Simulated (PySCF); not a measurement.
# Mayer bond orders and bond lengths

Species: H12OSSi5.
Atom-mapped SMILES: `[OH:1][Si@@:2]([SiH3:3])([SiH2:4][SiH3:5])[S:6][SiH3:7]` (hydrogens: H8 on O1; H9, H10, H11 on Si3; H12, H13 on Si4; H14, H15, H16 on Si5; H17, H18, H19 on Si7)

Geometry (GFN2-xTB, Å), atoms numbered from 1 in this order:
```xyz
19
H12OSSi5 angstrom
O      2.050   -0.360    1.268
Si     0.541    0.150    0.896
Si    -0.370    1.293    2.717
Si     0.853    0.998   -1.249
Si     1.586   -0.484   -2.883
S     -0.559   -1.777    0.730
Si    -2.503   -1.243    0.087
H      2.206   -1.176    1.737
H      0.632    2.176    3.322
H     -1.479    2.143    2.267
H     -0.896    0.452    3.801
H     -0.419    1.630   -1.658
H      1.756    2.152   -1.105
H      0.884   -1.767   -2.794
H      3.020   -0.766   -2.766
H      1.369    0.014   -4.247
H     -3.187   -2.516   -0.046
H     -3.105   -0.379    1.099
H     -2.390   -0.531   -1.183
```

Bond orders from the PBE0/pcSseg-1 density (PySCF). The structure is a single GFN2-xTB conformer in the gas phase; no vibrational or solvent corrections.

How far do the computed orders between heavy atoms stray from the drawn ones?

The largest departure is 0.185, at Si2–Si4 (drawn single, 0.815). Drawn single, order below 0.88: Si2–Si3 (0.835), Si2–Si4 (0.815) and Si2–S6 (0.872).

Give the Mayer order of every bond between heavy atoms, beside its length.

| bond | drawn as | length (Å) | Mayer order |
| --- | --- | --- | --- |
| O1–Si2 | single | 1.636 | 0.981 |
| Si2–Si3 | single | 2.335 | 0.835 |
| Si2–Si4 | single | 2.328 | 0.815 |
| Si4–Si5 | single | 2.324 | 0.896 |
| Si2–S6 | single | 2.225 | 0.872 |
| S6–Si7 | single | 2.116 | 0.964 |

By pair of heavy elements: Si–Si: lowest Si2–Si4 (0.815, 2.328 Å), highest Si4–Si5 (0.896, 2.324 Å); in 1 of the 3 pairs the longer bond (by over 0.003 Å) has the higher order (by 0.02 or more). S–Si: lowest Si2–S6 (0.872, 2.225 Å), highest S6–Si7 (0.964, 2.116 Å).

And the bonds to hydrogen?

H–O: 0.93 (1 bond); H–Si: 0.91 to 0.95 (11 bonds).

Sum the orders of all bonds at each heavy atom with more than one neighbour and set the sums beside the valence in the SMILES.

O1 1.912 (drawn 2), Si2 3.503 (drawn 4), Si3 3.623 (drawn 4), Si4 3.546 (drawn 4), Si5 3.699 (drawn 4), S6 1.836 (drawn 2), Si7 3.746 (drawn 4). Orders between atoms that aren't bonded are not in these sums.

The Mayer order sums products of elements of PS (density times overlap matrix) between the two atoms' basis functions, so it depends on the basis set.
